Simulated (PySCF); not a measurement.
## Stretching SrB⁺

Set-up: Sr def2-SVPD with ECP28, B def2-SVPD; scalar-relativistic core potentials (PySCF 2.14). Energies in eV from Sr⁺ + B in their ground configurations at the same level. State: ³Π (triplet), unpaired electrons σ ↑, π ↑.

All columns are PBE0. A positive dipole points towards B; it is taken about the centre of mass and depends on that origin.

```csv
R (Å),E (eV),μ (D),Mulliken charge on Sr (basis-dependent),HOMO (eV),LUMO (eV),Mayer bond order,⟨S²⟩
2.261,-0.654,-4.36,0.98,-9.61,-7.46,1.38,2.00
2.366,-0.951,-4.60,1.04,-9.57,-7.25,1.31,2.00
2.471,-1.117,-4.78,1.10,-9.35,-7.07,1.25,2.00
2.550,-1.175,-4.88,1.13,-9.22,-6.95,1.21,2.00
2.629,-1.189,-4.95,1.15,-9.10,-6.84,1.17,2.00
2.708,-1.171,-5.00,1.17,-8.99,-6.75,1.13,2.01
2.813,-1.109,-5.00,1.18,-8.88,-6.77,1.08,2.01
2.945,-0.992,-4.92,1.18,-8.78,-6.81,1.02,2.01
3.102,-0.826,-4.67,1.17,-8.72,-6.89,0.93,2.01
3.312,-0.606,-4.10,1.14,-8.72,-6.98,0.77,2.01
```

A fit through these points gives, at Re = 2.621 Å, μ = -4.95 D and dμ/dR = -0.777 D/Å; the reduced mass is 9.784 u.

Question: How strong is the fundamental in the double-harmonic approximation, I = 42.26·(dμ/dR)²/μred km/mol?

Answer: I = 42.26·(-0.777)²/9.784 = 2.61 km/mol at PBE0.

Spin–orbit coupling is left out. For an ion De counts to the pair picked by the measured ionisation energies or electron affinities, which need not be the lowest pair at this level. The state was picked by a PBE0 search and need not be the measured ground state.
